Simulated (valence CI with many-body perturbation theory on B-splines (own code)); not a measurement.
Results of a calculation; reference values are marked as such.
Ho44+ in three bases

Level of theory: valence CI with perturbative core correlation (CI+MBPT): five valence electrons over a frozen Dirac-Fock core [Ar], radial functions for each j: 7 s, 7 p, 8 d, 6 f, 4 g, 1 h, with the one-electron correlation potential Σ1 (screened to all orders), the two-electron term Σ2, the three-electron term Σ3, Breit, model QED; selected single and double excitations, second order for the rest, scaled by the run's own slope (own B-spline code, finite nucleus).

No measured spectrum was set against this ion. As an estimate, large intervals hold to a few tenths of a per cent, small ones and those within an open d or f shell to about a per cent. Among the levels kept, up to 550 cm⁻¹ of a level comes from second order outside the variational space, and about a tenth of that is noise between levels of different J, which matters for small intervals. Only levels of the ground parity were solved; by the run's estimate the other parity begins above the list, which can be wrong where configurations are misplaced.

The reference run has the lowest level (3d3/2^4 3d5/2) J=5/2 and an ionisation energy of 3591.85 eV. Its largest variational space holds 20000 state functions.

Levels are named by their leading jj configuration (3d3/2^4 stands for four electrons in 3d with j = 3/2), which in mixed levels can hold well under half, so a name can repeat and another be missing. Letters in brackets count levels of one name in rising energy.

Changed runs:
A. basis 6 s, 6 p, 5 d, 5 f, 1 g
B. basis 5 s, 5 p, 4 d, 4 f

Excitation energies of the reference run in cm⁻¹, and shifts in cm⁻¹:

```csv
Level,Reference,A,B
(3d3/2^3 3d5/2^2) J=5/2 [a],267428,-233,-452
(3d3/2^3 3d5/2^2) J=7/2 [a],353533,-23,+354
(3d3/2^3 3d5/2^2) J=3/2 [a],364304,-44,+262
(3d3/2^3 3d5/2^2) J=11/2,364538,+26,+372
(3d3/2^3 3d5/2^2) J=9/2,399903,+29,+680
(3d3/2^3 3d5/2^2) J=5/2 [b],422075,+34,+843
(3d3/2^3 3d5/2^2) J=1/2,440077,-6.5,+675
(3d3/2^3 3d5/2^2) J=7/2 [b],457924,+133,+1100
(3d3/2^3 3d5/2^2) J=3/2 [b],561729,+201,+1243
(3d3/2^2 3d5/2^3) J=5/2 [a],616225,-191,-206
(3d3/2^2 3d5/2^3) J=7/2 [a],673128,-157,+230
(3d3/2^2 3d5/2^3) J=11/2,678600,-88,+222
Ionisation energy (eV),3591.85,-0.11,-0.20
```
